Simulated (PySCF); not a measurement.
# Choosing a basis for TDDFT

Compound: FGeH4P.
SMILES: `[F][GeH2][PH2]`

TDDFT with PBE0 (PySCF), vertical singlets, core orbitals frozen in the response, spherical d and f functions. Geometry: PBE0-D3(BJ)/def2-SVP, one conformer, isolated molecule. The PBE0/6-31G* calculation is non-relativistic and has no spin–orbit coupling, an omission that weighs most on germanium.

**Question.** How do the low singlets change with the basis? Take 6-31G*, def2-SVP, def2-SVPD, aug-cc-pVDZ and def2-TZVP.

**Answer.** 

```json
{"basis": "6-31G*", "functions": "72", "diffuse": "no", "S1 (eV)": "6.51", "S2 (eV)": "7.10", "S3 (eV)": "7.26", "S4 (eV)": "7.68", "S5 (eV)": "7.74", "LUMO (eV)": "-0.01", "α (au)": "48.3"}
{"basis": "def2-SVP", "functions": "84", "diffuse": "no", "S1 (eV)": "6.58", "S2 (eV)": "7.24", "S3 (eV)": "7.32", "S4 (eV)": "7.68", "S5 (eV)": "7.75", "LUMO (eV)": "0.02", "α (au)": "49.8"}
{"basis": "def2-SVPD", "functions": "117", "diffuse": "yes", "S1 (eV)": "6.34", "S2 (eV)": "6.70", "S3 (eV)": "6.81", "S4 (eV)": "7.06", "S5 (eV)": "7.52", "LUMO (eV)": "-0.40", "α (au)": "59.5"}
{"basis": "aug-cc-pVDZ", "functions": "122", "diffuse": "yes", "S1 (eV)": "6.26", "S2 (eV)": "6.48", "S3 (eV)": "6.60", "S4 (eV)": "6.78", "S5 (eV)": "7.43", "LUMO (eV)": "-0.51", "α (au)": "60.6"}
{"basis": "def2-TZVP", "functions": "140", "diffuse": "no", "S1 (eV)": "6.35", "S2 (eV)": "6.85", "S3 (eV)": "6.88", "S4 (eV)": "7.31", "S5 (eV)": "7.59", "LUMO (eV)": "-0.26", "α (au)": "56.8"}
```

States are compared by their number. Against the largest diffuse basis here (aug-cc-pVDZ, itself not a converged limit), sets without diffuse functions differ by up to 0.32 eV in S1 and 0.32 eV in S5; the smaller diffuse sets differ by up to 0.08 and 0.09 eV. State by state, the largest deviation of a set without diffuse functions is S1 0.32, S2 0.77, S3 0.73, S4 0.90, S5 0.32 eV. The same number needn't mean the same state in each row. Against aug-cc-pVDZ the polarisability deviates by -20% in 6-31G*, -18% in def2-SVP, -2% in def2-SVPD, -6% in def2-TZVP.

Without π bonds the low states are Rydberg-like; a valence basis with one diffuse set may place them up to an eV too high.
